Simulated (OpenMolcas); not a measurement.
Hg: effect of the active space

| Quantity | Value |
| --- | --- |
| Program | OpenMolcas 26.06 |
| Method | CASSCF |
| Basis | ANO-RCC-VQZP |
| Scalar Hamiltonian | DKH3, point nucleus |
| Spin-orbit coupling | state interaction with AMFI integrals over the reference wave functions, term energies averaged over their components |

A. 2 electrons in 4 orbitals (6s 6p); 2S+1 = 3 even, 3 roots (0 in the spin-orbit step); 2S+1 = 1 even, 1 root; 2S+1 = 3 odd, 3 roots; 2S+1 = 1 odd, 3 roots; cost about 30 core-seconds
B. 2 electrons in 8 orbitals (6s 6p 7s 7p); 2S+1 = 3 even, 3 roots (0 in the spin-orbit step); 2S+1 = 1 even, 1 root; 2S+1 = 3 odd, 3 roots; 2S+1 = 1 odd, 3 roots; cost roughly 40 core-seconds

Energies in cm⁻¹ above 6s² ¹S₀, the measured ground level; measured values from NIST Handbook of Basic Atomic Spectroscopic Data.

```csv
Level,A,B,Measured
6s² ¹S₀,0.0,0.0,0.0
6s 6p ³P°₀,32545,32670,37645
6s 6p ³P°₁,34226,34336,39412
6s 6p ³P°₂,37835,37916,44043
6s 6p ¹P°₁,51575,51850,54069
```

Deviations, from unrounded energies. A percentage is the sum of absolute deviations over the sum of measured energies, with the sign that they share, or ± where signs differ.

| Against measurement | Levels | A | B |
| --- | --- | --- | --- |
| mean absolute deviation (cm-1) | 4 | 4700 | 4600 |
| other configurations (%) | 4 | -10.8 | -10.5 |

A, B lie about equally close to measurement. The largest miss of B in the table is 6s 6p ³P°₂, by -6100 cm-1. The ranking rests on the paired levels alone, and a cruder setting can come out closer through cancelling errors.

Between A and B the level of the table that moves most is 6s 6p ¹P°₁, by 270 cm-1 (lowest in A, highest in B).

Some high roots are left out of the spin-orbit mixing, which shifts the levels that they would mix with. Spin-orbit splittings of 6p shells tend to come out small when the coupling is added on scalar orbitals. Active for correlation alone: 7p 7s; no level in the range computed is led by a configuration that fills them, so any true level of that kind is missing (holds for B). Measured partners are found by configuration, term and J. A level has none where our copy of the source lacks it or the pairing is in doubt (some pairs that miss far off the trend of their configuration count as doubtful), and it then counts in no deviation. Only configurations of the active space appear.

° marks odd parity.
